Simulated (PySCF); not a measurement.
All values below come from ωB97X-D3(BJ)/def2-TZVP (PySCF). All species are isolated molecules in the gas phase. 

Reference species (SMILES): `[CH3][Ga]([CH3])[Br]` (neutral, multiplicity 1).

| Item | Value |
|---|---|
| HOMO | -9.97 eV |
| S1 oscillator strength | 0.000 |
| HOMO–LUMO gap | 10.89 eV |

Changed species: `[Ga]([CH3])([CH3])[CH3]` (3 of 3 Br replaced by CH3; the reference has 2 of 3 Br replaced by CH3).

### Question
Predict the effect on the HOMO, S1 oscillator strength and HOMO–LUMO gap.

### Answer
the HOMO increases by 0.13 eV, to -9.84 eV; the S1 oscillator strength is nearly the same; the HOMO–LUMO gap rises by 0.35 eV, to 11.24 eV.
